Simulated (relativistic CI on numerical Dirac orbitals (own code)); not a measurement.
**Zr²⁺: 3d photoemission**

Computed with this model: Dirac-Coulomb-Breit CI, orbitals from a KLI potential per configuration, model QED (radiative potential, 1s self-energy scaled to tabulated hydrogen-like ionisation energies), valence Slater integrals scaled by 0.9, multiplet model of photoemission in the sudden approximation; configurations [Kr] 4d2 → [Ar] 3d9 4s2 4p6 4d2; 300 K; Lorentzian 0.42 eV and Gaussian 0.5 eV FWHM. Energies are those of the free ion, without screening or charge transfer. The energies are binding energies and can lie tens of eV above those of solids. S is read from ⟨S²⟩ = S(S + 1).

Field parameters in Wybourne normalisation: Oh B⁴₀ = 21Dq, B⁴₄ = √(5/14) B⁴₀. The field is a parameter set, without covalency.

free ion: ground-state S = 1.00, centroid 205.35 eV. Peaks (eV, height): 204.2 (100), 206.5 (63).

Oh, 10Dq = 13000 cm⁻¹: ground-state S = 1.00, centroid 205.39 eV. Peaks (eV, height): 204.2 (100), 206.6 (66).

Oh, 10Dq = 29600 cm⁻¹: ground-state S = 1.00, centroid 205.41 eV. Peaks (eV, height): 204.3 (100), 206.7 (65).

Strongest unbroadened transitions for Oh, 10Dq = 29600 cm⁻¹:

```csv
Energy (eV),Relative strength
203.84,55.3
203.91,77.9
203.92,46.2
204.07,41.1
204.19,52.3
204.26,55.0
204.35,100.0
204.50,48.6
204.52,36.6
204.55,37.4
204.78,29.7
206.32,59.7
206.57,43.7
206.65,86.7
206.71,34.9
206.83,32.1
206.93,31.5
207.30,42.9
```
